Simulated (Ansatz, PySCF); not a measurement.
The pair A = CH4O (SMILES CO) (first 6 atoms), B = CHN (SMILES C#N); geometry from B3LYP-D3(BJ)/def2-TZVP.
(charge 0, multiplicity 1):
```xyz
9

C      0.070     0.085    -0.294
O     -0.825    -0.337     0.735
H      0.714    -0.732    -0.629
H      0.694     0.868     0.135
H     -0.470     0.498    -1.150
H     -1.391    -1.038     0.399
C     -0.146     0.296     3.636
N      0.167     0.567     4.706
H     -0.436     0.040     2.629
```

Correlated levels freeze the cores. Rows in 6-31G* carry no dispersion term and start afresh at each structure (6-31G* with six Cartesian d functions). MP2/6-31G* freezes PySCF's default core.

Programs: Ansatz (a first-principles code); PySCF for 6-31G* rows. Each number belongs to the level named beside it.

Total energies (hartree), monomers frozen at their geometry in the pair:

```tsv
structure	B3LYP/6-31G*	MP2/6-31G*	MP2/aug-cc-pVDZ
AB	-209.1478467	-208.5145368	-208.6126955
A in the pair's basis	-115.7157463	-115.3480418	-115.4226876
B in the pair's basis	-93.4227085	-93.1574257	-93.1817737
A	-115.7140524	-115.3458716	-115.4216427
B	-93.4223293	-93.1569469	-93.1810666
```

Question: Work out the interaction energy without and with the counterpoise correction, and the superposition error, for each level.

Answer: 
E(AB) − E(A) − E(B), times 627.509 kcal/mol, with the monomers in their own basis and then in the pair's basis:
- B3LYP/6-31G*: -7.19 uncorrected, -5.89 corrected; the monomers gain 1.30 kcal/mol from borrowed functions
- MP2/6-31G*: -7.35 uncorrected, -5.69 corrected; the monomers gain 1.66 kcal/mol from borrowed functions
- MP2/aug-cc-pVDZ: -6.27 uncorrected, -5.17 corrected; the monomers gain 1.10 kcal/mol from borrowed functions
